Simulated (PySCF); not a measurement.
An unknown gives this computed stick spectrum. Level of theory: TDDFT CAM-B3LYP/def2-SVPD, vertical, gas phase, core orbitals frozen in the response (PySCF). Geometries: GFN2-xTB, one conformer each.

```
state  E (eV)       f
   S1    5.72   0.236
   S2    6.18   0.048
   S3    6.42   0.066
   S4    6.52  0.0067
   S5    6.80   0.033
   S6    6.89  0.0087
   S7    6.99   0.017
   S8    7.19  0.0030
```

Question: Which structure fits? All have the formula C5H9NOSi.
A. `C[SiH2]c1ccc(N)o1`
B. `NCC1=COC([SiH3])=C1`
C. `[SiH3]CCc1ncco1`

Answer: B. Its S1 lies at 5.72 eV; the nearest of the others has S1 at 6.29 eV. S1 is HOMO→LUMO (95%). Löwdin shares by element: HOMO carbon 60% or more, nitrogen 13% (atoms not listed hold the other 27%); LUMO carbon 47% or more, oxygen 16% (atoms not listed hold the other 37%). At the same level the other candidates give, for their lowest levels:
- `C[SiH2]c1ccc(N)o1`: 5.13 eV (f 0.004); 5.31 eV (f 0.368); 6.02 eV (f 0.004); 6.25 eV (f 0.005); 6.49 eV (f 0.007); T1 3.60 eV; HOMO -6.83, LUMO 1.13 eV
- `[SiH3]CCc1ncco1`: 6.29 eV (f 0.209); 6.60 eV (f 0.003); 6.85 eV (f 0.019); 7.30 eV (f 0.046); 7.53 eV (f 0.010); T1 4.19 eV; HOMO -8.35, LUMO 0.89 eV

Shape of the structure used: `[NH2:1][CH2:2][c:3]1[cH:4][o:5][c:6]([SiH3:7])[cH:8]1`: N1–C2–C3–C4 -80°, H–N1–C2–C3 -58°, H–N1–C2–C3 60°.
Triplets come from the Tamm–Dancoff approximation.
